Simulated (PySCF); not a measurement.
S⁺: ionisation energy

S⁺ [Ne] 3s2 3p3 (4S) → S²⁺ [Ne] 3s2 3p2 (3P), as a difference of total energies. Calculation: PySCF 2.14, in aug-cc-pV(5+d)Z (8s7p6d4f3g2h, 136 functions); the non-relativistic Hamiltonian (point nucleus). Correlated levels: valence: [Ne] frozen. The calculations carry no spin-orbit coupling.

```
           method  ionisation energy (eV)  plus first-order spin-orbit estimate  error of that sum (eV)
              UHF                  22.723                                22.661                  -0.677
              LDA                  23.404                                23.343                  +0.005
              PBE                  23.315                                23.253                  -0.085
             PBE0                  23.383                                23.321                  -0.017
           r2SCAN                  23.526                                23.465                  +0.127
             MN15                  23.359                                23.297                  -0.041
          r2SCAN0                  23.513                                23.452                  +0.114
          wB97X-V                  23.151                                23.090                  -0.248
    MP2 (valence)                  23.405                                23.344                  +0.006
SCS-MP2 (valence)                  23.214                                23.152                  -0.186
```

Reference: 23.338 eV (measured; NIST Atomic Spectra Database, ionization energies).

A first-order spin-orbit estimate (lowest level to lowest level, LS coupling) adds -0.061 eV.
